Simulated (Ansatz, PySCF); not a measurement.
Species: sum formula H₄Si₂OCl₂, charge 0, multiplicity 1. 
Coordinates optimised at B3LYP-D3(BJ)/def2-TZVP (Ansatz, a quantum-chemistry and plane-wave program):
SMILES: [SiH3]O[SiH](Cl)Cl
```xyz
9

Si     0.5928    -0.1448     0.5881
Cl     0.5212     1.8981     0.7527
Cl     1.7092    -0.6252    -1.0636
O     -0.8965    -0.7361     0.4356
Si    -2.2976    -0.7634    -0.4399
H      1.2319    -0.7014     1.7797
H     -2.8932     0.5891    -0.4567
H     -3.2088    -1.7170     0.2228
H     -2.0072    -1.2048    -1.8202
```
Charge 0, spin multiplicity 1.

Wanted: atomisation energy (electronic, to ground-state atoms), in kcal/mol. Cores are frozen in the correlated levels unless marked. Open shells are spin-unrestricted. Spin-orbit coupling is left out. Non-relativistic. The coupled-cluster limit lacks core correlation, which all-electron functionals hold. CBS(X,Y): correlation extrapolated as X^-3; Hartree-Fock from the larger set. [CCSD(T)-MP2]/basis is that difference in the basis named.

```
level                                                                             program  atomisation energy (kcal/mol)
-------------------------------------------------------------------------  --------------  -----------------------------
PBE0/def2-TZVP                                                                     Ansatz                          718.1
TPSSh-D3(BJ)/def2-TZVPD                                                     PySCF + dftd3                              …
LC-wPBE-D4/def2-TZVPD                                                      Ansatz + dftd4                          728.9
SCS-MP2/6-31G                                                                      Ansatz                          520.2
SCS-MP2/aug-cc-pV(T+d)Z                                                            Ansatz                          730.4
CCSD/aug-cc-pV(D+d)Z                                                               Ansatz                              …
RI-MP2/CBS(aug-cc-pV(T+d)Z,aug-cc-pV(Q+d)Z)+[CCSD(T)-MP2]/aug-cc-pV(T+d)Z          Ansatz                              …
```

Q: Some entries are withheld; supply them.

A: 
- TPSSh-D3(BJ)/def2-TZVPD, atomisation energy (kcal/mol): 738.3
- CCSD/aug-cc-pV(D+d)Z, atomisation energy (kcal/mol): 665.9
- RI-MP2/CBS(aug-cc-pV(T+d)Z,aug-cc-pV(Q+d)Z)+[CCSD(T)-MP2]/aug-cc-pV(T+d)Z, atomisation energy (kcal/mol): 739.3
